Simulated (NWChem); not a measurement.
System: C2H2ClFOSi; SMILES FC1=CO[Si@H]1Cl

Input file for NWChem:

```
start job
memory heap 200 mb stack 900 mb global 1100 mb
geometry units angstroms noautosym nocenter noautoz
  F     -1.319281    -2.226402    -0.073395
  C     -0.330570    -1.333256    -0.047379
  C      0.966491    -1.442987    -0.447443
  O      1.625396    -0.234723    -0.177973
  Si     0.168867     0.343123     0.593907
  Cl    -0.563985     2.069623    -0.256975
  H      1.555260    -2.260460    -0.896708
  H      0.358819     0.585966     2.053962
end
basis spherical
  F library def2-svp
  C library def2-svp
  O library def2-svp
  Si library def2-svp
  Cl library def2-svp
  H library def2-svp
end
dft
  xc xpbe96 cpbe96
  iterations 150
end
cosmo
  do_cosmo_smd true
  solvent chcl3
end
task dft energy
```

Output (shortened):

```
             Northwest Computational Chemistry Package (NWChem) 7.3.0
             --------------------------------------------------------

                             Geometry "geometry" -> ""
                             -------------------------

 Output coordinates in angstroms (scale by  1.889725989 to convert to a.u.)

  No.       Tag          Charge          X              Y              Z
 ---- ---------------- ---------- -------------- -------------- --------------
    1 F                    9.0000    -1.31928100    -2.22640200    -0.07339500
    2 C                    6.0000    -0.33057000    -1.33325600    -0.04737900
    3 C                    6.0000     0.96649100    -1.44298700    -0.44744300
    4 O                    8.0000     1.62539600    -0.23472300    -0.17797300
    5 Si                  14.0000     0.16886700     0.34312300     0.59390700
    6 Cl                  17.0000    -0.56398500     2.06962300    -0.25697500
    7 H                    1.0000     1.55526000    -2.26046000    -0.89670800
    8 H                    1.0000     0.35881900     0.58596600     2.05396200

 Effective nuclear repulsion energy (a.u.)     344.1687413556

  pbe96 is a nonlocal functional; adding pw91lda local functional.

                                 NWChem DFT Module
                                 -----------------

 Summary of "ao basis" -> "ao basis" (spherical)
 ------------------------------------------------------------------------------
       Tag                 Description            Shells   Functions and Types
 ---------------- ------------------------------  ------  ---------------------
 F                          def2-svp                 6       14   3s2p1d
 C                          def2-svp                 6       14   3s2p1d
 O                          def2-svp                 6       14   3s2p1d
 Si                         def2-svp                 8       18   4s3p1d
 Cl                         def2-svp                 8       18   4s3p1d
 H                          def2-svp                 3        5   2s1p

 in cosmo_initialize ...
 calling solv_data for solv:chcl3

 solvent parameters
 solvname_short: chcl3
 solvname_long:  chloroform
 dielec:        4.7113
 dielecinf:     2.0906
 nonaqueous SMD model solvent descriptors
 dielec:        4.7113
 sola:          0.1500
 solb:          0.0200
 solc:          0.0000
 solg:         38.3900
 solh:          0.7500
 soln:          1.4459

          ---------------
          -cosmo- solvent
          ---------------
 Cosmo: York-Karplus, doi: 10.1021/jp992097l
 dielectric constant -eps-     =   4.71
 screen = (eps-1)/(eps    )    =   0.78774
 surface charge correction     = lagrangian

   van der Waals surface
 --------------------------

 ---------- ATOMIC COORDINATES (A.U.) ------------ VDWR(ANG.) --
     1   -2.49307959   -4.20728972   -0.13869644     1.730
     2   -0.62468672   -2.51948851   -0.08953333     1.850
     3    1.82640316   -2.72685004   -0.84554467     1.850
     4    3.07155306   -0.44356215   -0.33632020     2.024
     5    0.31911236    0.64840845    1.12232149     2.470
     6   -1.06577711    3.91102037   -0.48561234     2.380
     7    2.93901524   -4.27165001   -1.69453241     1.200
     8    0.67806959    1.10731518    3.88142537     1.200
 number of segments per atom =        128
 number of   points per atom =        128
 atom (   nspa,  nppa )
 ----------------------
    1 (     87,     0 )       0
    2 (     29,     0 )       0
    3 (     44,     0 )       0
    4 (     56,     0 )       0
    5 (     57,     0 )       0
    6 (     92,     0 )       0
    7 (     53,     0 )       0
    8 (     31,     0 )       0
 number of -cosmo- surface points =      449
 molecular surface =    145.648 angstrom**2
 molecular volume  =    135.603 angstrom**3
 -lineq- algorithm             =   0
 -bem- low  level              =   3
 -bem- from -octahedral-
 gaussian surface charge width =   4.50000
 degree of switching           =   1.00000
 switching function tolerance  =   0.00010
 atomic radii =
 --------------
    1  9.000  1.730
    2  6.000  1.850
    3  6.000  1.850
    4  8.000  2.024
    5 14.000  2.470
    6 17.000  2.380
    7  1.000  1.200
    8  1.000  1.200
 ...... end of -cosmo- initialization ......

 nat:                     8
 ixmem:                  3618
 calling mnsol_interface()
 G(SMD-CDS) energy (kcal/mol)  =    -0.280
 SMD-CDS SASA (angstrom**2)    =   149.635

            General Information
            -------------------
          SCF calculation type: DFT
          Wavefunction type:  closed shell.
          No. of atoms     :     8
          No. of electrons :    62
           Alpha electrons :    31
            Beta electrons :    31
          Charge           :     0
          Spin multiplicity:     1
          Use of symmetry is: off; symmetry adaption is: off
          Maximum number of iterations: 150
          AO basis - number of functions:   102
                     number of shells:    46
          Convergence on energy requested:  1.00D-06
          Convergence on density requested:  1.00D-05
          Convergence on gradient requested:  5.00D-04

              XC Information
              --------------
          PerdewBurkeErnzerhof Exchange Functional  1.000
            Perdew 1991 LDA Correlation Functional  1.000 local
           PerdewBurkeErnz. Correlation Functional  1.000 non-local

             Grid Information
             ----------------
          Grid used for XC integration:  medium
          Radial quadrature: Mura-Knowles
          Angular quadrature: Lebedev.
          Tag              B.-S. Rad. Rad. Pts. Rad. Cut. Ang. Pts.
          ---              ---------- --------- --------- ---------
          F                   0.50       49          11.0       434
          C                   0.70       49          10.0       434
          O                   0.60       49           8.0       434
          Si                  1.10       88          10.0       590
          Cl                  1.00       88          12.0       590
          H                   0.35       45          11.0       434
          Grid pruning is: on
          Number of quadrature shells:   462
          Spatial weights used:  Erf1

      Superposition of Atomic Density Guess
      -------------------------------------

 Sum of atomic energies:        -998.29390785

      Non-variational initial energy
      ------------------------------

 Total energy =   -1000.618000
 1-e energy   =   -2065.247621
 2-e energy   =     720.460880
 HOMO         =      -0.249479
 LUMO         =       0.034692

   convergence    iter        energy       DeltaE   RMS-Dens  Diis-err
 ---------------- ----- ----------------- --------- --------- ---------
     COSMO gas phase
 d= 0,ls=0.0,diis     1  -1001.0340657633 -1.35D+03  2.10D-02  1.10D+00
 d= 0,ls=0.0,diis     2  -1000.6718502345  3.62D-01  1.50D-02  4.59D+00
 d= 0,ls=0.0,diis     3  -1001.1223204598 -4.50D-01  6.92D-03  3.03D-01
 d= 0,ls=0.0,diis     4  -1001.1316484565 -9.33D-03  3.78D-03  2.21D-01
 d= 0,ls=0.0,diis     5  -1001.1584211132 -2.68D-02  9.41D-04  7.85D-03
  Resetting Diis
 d= 0,ls=0.0,diis     6  -1001.1591580961 -7.37D-04  3.54D-04  1.62D-03
 d= 0,ls=0.0,diis     7  -1001.1593821721 -2.24D-04  1.54D-04  8.89D-05
 d= 0,ls=0.0,diis     8  -1001.1593594862  2.27D-05  1.00D-04  3.12D-04
 d= 0,ls=0.0,diis     9  -1001.1593907831 -3.13D-05  2.05D-05  4.58D-06
 d= 0,ls=0.0,diis    10  -1001.1593913262 -5.43D-07  5.80D-06  4.88D-07

   convergence    iter        energy       DeltaE   RMS-Dens  Diis-err
 ---------------- ----- ----------------- --------- --------- ---------
     COSMO solvation phase
 d= 0,ls=0.0,diis     1  -1001.1631535160 -3.76D-03  1.04D-03  1.01D-03
 d= 0,ls=0.0,diis     2  -1001.1633480532 -1.95D-04  3.17D-04  1.06D-03
 d= 0,ls=0.0,diis     3  -1001.1634513147 -1.03D-04  1.05D-04  2.77D-04
 d= 0,ls=0.0,diis     4  -1001.1634735703 -2.23D-05  5.14D-05  2.77D-05
 d= 0,ls=0.0,diis     5  -1001.1634759304 -2.36D-06  2.46D-05  6.79D-06
 d= 0,ls=0.0,diis     6  -1001.1634766342 -7.04D-07  8.85D-06  1.15D-06

         Total DFT energy =    -1001.163476634248
      One electron energy =    -2067.312853138375
           Coulomb energy =      801.248601882078
    Exchange-Corr. energy =      -79.188345767651
 Nuclear repulsion energy =      344.168741355574

             COSMO energy =       -0.079620965873

 Numeric. integr. density =       61.999995323146

                                COSMO-SMD solvation results
                                ---------------------------

             internal energy in gas <Psi(g)|H|Psi(g)> =     -1001.159391326165
         internal energy in solvent <Psi(s)|H|Psi(s)> =     -1001.159023423779
                               delta internal energy  =         0.000367902387 (    0.23 kcal/mol)
   total free energy in solvent <Psi(s)|H+V/2|Psi(s)> =     -1001.163030255286
 polarization energy contribution <Psi(s)|V/2|Psi(s)> =        -0.004006831507 (   -2.51 kcal/mol)
    total free energy in solvent including G(SMD-CDS) =     -1001.163476634248
                       G(SMD-CDS) energy contribution =        -0.000446378962 (   -0.28 kcal/mol)
     1 M fixed-concentration free energy of solvation =        -0.004085308082 (   -2.56 kcal/mol)

                       DFT Final Molecular Orbital Analysis
                       ------------------------------------

 Vector   29  Occ=2.000000D+00  E=-2.987057D-01
              MO Center= -1.1D-01,  1.3D+00, -1.5D-01, r^2= 3.4D+00
   Bfn.  Coefficient  Atom+Function         Bfn.  Coefficient  Atom+Function
  ----- ------------  ---------------      ----- ------------  ---------------
    85      0.394256  6 Cl px                87     -0.370531  6 Cl pz
    82      0.298164  6 Cl px                84     -0.282222  6 Cl pz
    46      0.255411  4 O  px                49      0.172747  4 O  px
    79      0.173332  6 Cl px                81     -0.163863  6 Cl pz
    17      0.116934  2 C  s                 31     -0.095580  3 C  s

 Vector   30  Occ=2.000000D+00  E=-2.696714D-01
              MO Center= -2.9D-01, -1.8D-01,  1.6D-01, r^2= 4.5D+00
   Bfn.  Coefficient  Atom+Function         Bfn.  Coefficient  Atom+Function
  ----- ------------  ---------------      ----- ------------  ---------------
    86      0.239951  6 Cl py                19      0.235578  2 C  py
    87      0.233249  6 Cl pz                17      0.227963  2 C  s
     5      0.219514  1 F  py                98     -0.198838  8 H  s
    32      0.189299  3 C  px                83      0.177788  6 Cl py
    31     -0.175083  3 C  s                 84      0.171990  6 Cl pz

 Vector   31  Occ=2.000000D+00  E=-2.015703D-01
              MO Center=  4.6D-01, -1.0D+00, -1.8D-01, r^2= 2.4D+00
   Bfn.  Coefficient  Atom+Function         Bfn.  Coefficient  Atom+Function
  ----- ------------  ---------------      ----- ------------  ---------------
    48     -0.354216  4 O  pz                20      0.333268  2 C  pz
    51     -0.288331  4 O  pz                34      0.263837  3 C  pz
    23      0.229421  2 C  pz                 6      0.227728  1 F  pz
     9     -0.182158  1 F  pz                37      0.173076  3 C  pz
    19     -0.153930  2 C  py                47      0.148478  4 O  py

 Vector   32  Occ=0.000000D+00  E=-5.008018D-02
              MO Center=  3.7D-01, -8.2D-01, -8.6D-02, r^2= 3.2D+00
   Bfn.  Coefficient  Atom+Function         Bfn.  Coefficient  Atom+Function
  ----- ------------  ---------------      ----- ------------  ---------------
    37      0.489181  3 C  pz                34      0.430874  3 C  pz
    68      0.385132  5 Si py                69     -0.380774  5 Si pz
    20     -0.299211  2 C  pz                23     -0.293910  2 C  pz
    86      0.262529  6 Cl py                78     -0.252319  6 Cl s
    99      0.241375  8 H  s                 65      0.148764  5 Si py

 Vector   33  Occ=0.000000D+00  E=-3.402525D-02
              MO Center= -8.8D-02,  3.0D-01,  6.1D-01, r^2= 3.4D+00
   Bfn.  Coefficient  Atom+Function         Bfn.  Coefficient  Atom+Function
  ----- ------------  ---------------      ----- ------------  ---------------
    67      0.861607  5 Si px                17      0.686442  2 C  s
    45     -0.404129  4 O  s                 60     -0.388114  5 Si s
    31     -0.365066  3 C  s                 64      0.321734  5 Si px
    22      0.273981  2 C  py                35      0.270302  3 C  px
    21      0.210387  2 C  px                85     -0.207806  6 Cl px

 Vector   34  Occ=0.000000D+00  E= 3.860502D-03
              MO Center=  2.0D-01,  6.3D-01,  6.3D-01, r^2= 4.0D+00
   Bfn.  Coefficient  Atom+Function         Bfn.  Coefficient  Atom+Function
  ----- ------------  ---------------      ----- ------------  ---------------
    99      0.851472  8 H  s                 59     -0.759171  5 Si s
    68     -0.650996  5 Si py                60     -0.593405  5 Si s
    78      0.362188  6 Cl s                 86     -0.357006  6 Cl py
    58     -0.328008  5 Si s                 87      0.283075  6 Cl pz
    69     -0.255794  5 Si pz                85      0.241984  6 Cl px

     Multipole analysis of the density
     ---------------------------------

     L   x y z        total         alpha         beta         nuclear
     -   - - -        -----         -----         ----         -------
     0   0 0 0     -0.000000    -31.000000    -31.000000     62.000000

     1   1 0 0      0.068721      0.378634      0.378634     -0.688546
     1   0 1 0     -0.231450      0.129978      0.129978     -0.491406
     1   0 0 1      0.358081      0.131697      0.131697      0.094687

     2   2 0 0    -36.595540   -110.099586   -110.099586    183.603632
     2   1 1 0     -2.443677      7.129927      7.129927    -16.703531
     2   1 0 1     -0.506379      1.055972      1.055972     -2.618323
     2   0 2 0    -34.528958   -281.754147   -281.754147    528.979337
     2   0 1 1      1.456024     -4.807098     -4.807098     11.070220
     2   0 0 2    -33.598287    -39.297194    -39.297194     44.996102
```

Level: PBE/def2-SVP, SMD on the gas-phase geometry. Coordinates come from a PBE-D3(BJ)/def2-SVP optimisation. Solvent: chloroform.
